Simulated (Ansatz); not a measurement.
Basis-set series for `[SiH3][Al]1[AlH][SiH2]1`. The species carries charge 0 and has multiplicity 1. The structure was optimised at the PBE0-D4/def2-TZVP level.

| functional | basis | functions | energy (Eh) | HOMO (eV) | LUMO (eV) |
| --- | --- | --- | --- | --- | --- |
| PBE0-D4 | def2-SVP | 102 | -1066.58817 | -6.22 | -1.88 |
| PBE0-D4 | def2-QZVPP | 460 | -1066.99354 | -6.17 | -1.89 |
| ωB97M-V | def2-SVP | 102 | -1066.95007 | -7.92 | -0.15 |
| ωB97M-V | def2-QZVPP | 460 | -1067.35525 | -7.92 | -0.29 |

Question: Give the rows for def2-TZVPP. (Best estimate.)

Answer: Ansatz gave: 
```tsv
functional	basis	functions	energy (Eh)	HOMO (eV)	LUMO (eV)
PBE0-D4	def2-TZVPP	252	-1066.96038	-6.17	-1.88
ωB97M-V	def2-TZVPP	252	-1067.32289	-7.91	-0.21
```
